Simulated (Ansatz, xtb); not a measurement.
Molecule: TeF₃, charge 1, multiplicity 1. 
Structure (B3LYP-D3(BJ)/def2-TZVP (Ansatz, an electronic-structure program) minimum search):
```
Te
F 1 1.8267
F 1 1.8267 2 95.54
F 1 1.8267 2 95.54 3 -96.13
```
Charge +1, spin multiplicity 1.

Harmonic wavenumbers from GFN2-xTB (xtb, at its own minimum), cm⁻¹: 148, 148, 185, 494, 494, 533.

Task: Give the harmonic wavenumbers at B3LYP-D3(BJ)/def2-TZVP (Ansatz, finite differences of forces, unscaled).

Result: 220, 220, 266, 732, 732, 741 cm⁻¹. Zero-point energy 4.2 kcal/mol.

Task: From these and the geometry, give the ideal-gas thermochemistry at 298.15 K and 1 atm (rigid rotor, harmonic oscillator).

Result: Point group C3v, rotational symmetry number 3. Rotational constants 4.819, 4.819, 3.635 GHz. S(trans) 41.55, S(rot) 23.56, S(vib) 6.35, S(elec, spin only) 0.00, S 71.5 cal/(mol K). H(298) - H(0) 3.51 kcal/mol; G - E(el) -13.6 kcal/mol.
